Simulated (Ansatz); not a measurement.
C10H23P (`CC(C)P(C(C)C)C(C)(C)C`), relaxed with RKS PBE0-D4/def2-TZVP in Ansatz 0.2.0 from a GFN2-xTB geometry. The force threshold is 0.005 eV/Å; the program also tests the step.

Charge 0, multiplicity 1.

Start:

```xyz
34

C     2.312   -0.035   -0.814
C     0.979    0.076   -1.545
C     1.024    1.164   -2.621
P    -0.600    0.296   -0.523
C    -0.025    1.372    0.922
C     0.423    2.734    0.395
C    -1.183    1.603    1.892
C    -0.836   -1.433    0.284
C    -2.335   -1.500    0.603
C    -0.543   -2.526   -0.747
C    -0.026   -1.719    1.546
H     2.552    0.872   -0.266
H     2.314   -0.870   -0.117
H     3.107   -0.206   -1.540
H     0.805   -0.865   -2.078
H     1.258    2.140   -2.207
H     1.782    0.923   -3.364
H     0.061    1.233   -3.124
H     0.806    0.888    1.445
H     1.354    2.673   -0.161
H     0.580    3.420    1.227
H    -0.341    3.158   -0.254
H    -1.484    0.693    2.403
H    -2.045    1.999    1.358
H    -0.892    2.328    2.652
H    -2.585   -2.456    1.064
H    -2.915   -1.399   -0.313
H    -2.640   -0.707    1.280
H    -0.950   -3.474   -0.396
H    -1.011   -2.295   -1.703
H     0.526   -2.660   -0.897
H     1.042   -1.645    1.361
H    -0.235   -2.736    1.879
H    -0.282   -1.046    2.358
```

| step | energy (eV) | largest force (eV/Å) | largest move (Å) |
| --- | --- | --- | --- |
| 1 | -20022.8776 | 0.559 | 0.000 |
| 2 | -20022.9114 | 0.193 | 0.054 |
| 3 | -20022.9206 | 0.074 | 0.024 |
| 4 | -20022.9218 | 0.019 | 0.016 |
| 5 | -20022.9221 | 0.005 | 0.017 |
| 6 | -20022.9222 | 0.010 | 0.011 |
| 7 | -20022.9222 | 0.002 | 0.007 |
| 8 | -20022.9223 | 0.002 | 0.007 |
| 9 | -20022.9223 | 0.004 | 0.011 |
| 10 | -20022.9223 | 0.003 | 0.009 |

End:

```xyz
34

C     2.315   -0.036   -0.786
C     0.990    0.081   -1.527
C     1.054    1.144   -2.622
P    -0.573    0.284   -0.517
C    -0.049    1.375    0.903
C     0.401    2.735    0.377
C    -1.200    1.583    1.882
C    -0.841   -1.418    0.277
C    -2.327   -1.489    0.641
C    -0.582   -2.498   -0.772
C    -0.001   -1.720    1.513
H     2.540    0.861   -0.205
H     2.332   -0.886   -0.102
H     3.135   -0.173   -1.499
H     0.810   -0.867   -2.042
H     1.256    2.140   -2.226
H     1.854    0.906   -3.330
H     0.114    1.196   -3.175
H     0.788    0.910    1.434
H     1.320    2.678   -0.205
H     0.584    3.415    1.215
H    -0.370    3.185   -0.255
H    -1.483    0.671    2.406
H    -2.087    1.961    1.365
H    -0.916    2.320    2.639
H    -2.555   -2.468    1.077
H    -2.951   -1.356   -0.246
H    -2.619   -0.727    1.364
H    -0.971   -3.455   -0.410
H    -1.086   -2.275   -1.717
H     0.483   -2.634   -0.973
H     1.069   -1.707    1.300
H    -0.247   -2.721    1.887
H    -0.188   -1.017    2.326
```

Hardware: 11 threads of an AMD EPYC 7R13 on a shared host and a whole NVIDIA H100 80 GB. Wall time 18 s, peak host memory 1.3 GiB.
